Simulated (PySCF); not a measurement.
**Correlation energy of Ca (calcium, neutral)**

[Ar] 4s2, closed-shell 1S. Calculation: PySCF 2.14, in aug-cc-pVDZ-X2C (6s5p3d, 36 functions); scalar relativity by spin-free X2C-1e. Frozen: [Ar]; 2 electrons correlated.

Total MP2 correlation energy: -17.55 mhartree.

Same-spin part 0.00 and opposite-spin part -17.55 mhartree; SCS-MP2 scales them by 1/3 and 6/5 to -21.06 mhartree.

With two correlated electrons CCSD is exact within the correlated space (frozen core and kept virtual orbitals).

```
level  correlation energy (mhartree)
 CCSD                         -27.93
```

Diagnostics: T1 = 0.016, D1 = 0.0223, largest double amplitude 0.077.

Cost of the coupled-cluster step: 0.08 s of wall time on 1 thread of Neoverse-V1 (shared host), for 2 correlated electrons.
